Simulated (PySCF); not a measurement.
C₃H₈BNO.

```xyz
14

C      2.2154     0.0934     1.1994
C      1.2674    -0.7161     0.6866
C      0.5667    -0.5369    -0.6241
B     -0.8850     0.1254    -0.4853
N     -1.1774     0.9354     0.6374
O     -1.7827    -0.1231    -1.5073
H      2.6021     0.9562     0.6300
H      2.6521    -0.0859     2.1944
H      0.9221    -1.5670     1.3044
H      1.1590     0.1211    -1.2991
H      0.4480    -1.5061    -1.1539
H     -0.4672     1.0835     1.3563
H     -2.0514     1.4325     0.8044
H     -2.6334     0.3330    -1.3854
```
Charge 0, spin multiplicity 1.

Coordinates come from a PBE-D3(BJ)/def2-SVP optimisation. One conformer was computed; it need not be the lowest.

Method: HF/pcSseg-1 (PySCF). Non-relativistic, no solvent.

Computed absolute GIAO shielding of each atom: isotropic value and principal components (ppm):
| atom | σ(iso) | σ11 | σ22 | σ33 | span |
|---|---|---|---|---|---|
| C1 | 69.2 | -60.2 | 107.4 | 160.5 | 220.6 |
| C2 | 37.3 | -108.1 | 50.1 | 169.8 | 277.9 |
| C3 | 168.1 | 153.1 | 164.4 | 186.8 | 33.7 |
| B4 | 81.0 | 56.6 | 78.0 | 108.6 | 52.0 |
| N5 | 200.3 | 145.2 | 213.9 | 241.9 | 96.8 |
| O6 | 248.6 | 171.1 | 273.8 | 300.8 | 129.7 |
| H7 | 26.3 | 22.7 | 25.3 | 31.0 | 8.3 |
| H8 | 26.4 | 23.0 | 25.2 | 30.9 | 7.9 |
| H9 | 25.4 | 22.9 | 25.4 | 28.0 | 5.1 |
| H10 | 29.9 | 26.0 | 29.1 | 34.5 | 8.5 |
| H11 | 29.9 | 25.5 | 28.7 | 35.6 | 10.1 |
| H12 | 28.4 | 20.5 | 28.3 | 36.3 | 15.8 |
| H13 | 29.3 | 23.4 | 25.5 | 39.1 | 15.7 |
| H14 | 28.4 | 21.0 | 24.8 | 39.5 | 18.5 |
